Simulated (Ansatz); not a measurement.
Consider the ligand exchange at the Si–O bond: `[SiH3][O][In]([Cl])[O][SiH3]` + `N[SiH](N)O` → `N[SiH](N)O[SiH3]` + `[OH][In]([Cl])[O][SiH3]`.

Isolated molecules relaxed with PBE0-D4/def2-TZVP in Ansatz; ΔE leaves out vibrations. CCSD(T)/CBS is the MP2 limit (def2-TZVPP, def2-QZVPP) plus CCSD(T) − MP2 in def2-TZVPP, frozen cores. Functionals use def2-TZVPP. Elements past krypton have def2 core potentials. For In outer-core shells are correlated without core-valence functions, which leaves a few kJ/mol of doubt a bond. One conformer a species, not always the lowest.

`[SiH3][O][In]([Cl])[O][SiH3]`:

```xyz
12

Si   -2.016    1.856    0.616
O    -0.834    0.800    0.206
In    0.004   -0.767    1.024
Cl   -0.636   -1.553    3.078
O     1.420   -1.638    0.006
Si    2.132   -1.374   -1.445
H    -1.624    2.664    1.804
H    -2.247    2.765   -0.536
H    -3.284    1.145    0.939
H     2.781   -0.033   -1.489
H     1.138   -1.444   -2.552
H     3.165   -2.421   -1.651
```

`N[SiH](N)O`:

```xyz
10

N    -1.410   -0.142    0.340
Si    0.303   -0.119    0.380
N     0.777   -0.512   -1.211
O     0.738    1.338    1.014
H    -1.933    0.199    1.130
H    -1.887   -0.905   -0.113
H     1.013   -1.071    1.267
H     0.346   -0.080   -2.012
H     1.714   -0.821   -1.409
H     0.339    2.112    0.614
```

`N[SiH](N)O[SiH3]`:

Cartesian coordinates in Å:
```
N -1.097 -0.179 1.425
Si 0.510 0.063 0.896
N 1.193 -1.487 0.746
O 0.388 0.973 -0.466
Si -0.391 0.964 -1.902
H -1.770 0.569 1.374
H -1.287 -0.795 2.198
H 1.431 0.830 1.769
H 2.191 -1.619 0.756
H 0.718 -2.230 0.260
H -0.437 -0.408 -2.477
H 0.336 1.859 -2.836
H -1.785 1.459 -1.743
```

`[OH][In]([Cl])[O][SiH3]`:

```xyz
9

O    -1.138   -2.267    0.010
In    0.692   -1.555   -0.009
Cl    2.541   -2.899   -0.029
O     0.954    0.395   -0.010
Si   -0.066    1.668    0.002
H    -1.787   -1.557    0.018
H    -1.490    1.207    0.026
H     0.165    2.507    1.208
H     0.127    2.500   -1.216
```

Q: Is it downhill or uphill in electronic energy at CCSD(T)/CBS, and by how much? (Estimate.)

A: The calculation gave: Downhill: ΔE = -3.9 kJ/mol.

Q: What do these levels give: PBE, CCSD/def2-TZVPP, HF/def2-QZVPP, MP2/def2-QZVPP, HF/CBS(def2), MP2/CBS(def2)? (Best estimate.)

A: Computed: PBE -6.8, CCSD/def2-TZVPP -2.2, HF/def2-QZVPP 0.7, MP2/def2-QZVPP -3.2, HF/CBS(def2) 0.6, MP2/CBS(def2) -3.6 kJ/mol.

Largest T1 diagnostic among the species: 0.015.

In def2-TZVPP, CCSD(T) changes the Hartree–Fock value by −3.5 kJ/mol (the triples alone add −0.6 kJ/mol) and MP2 by −3.2 kJ/mol.
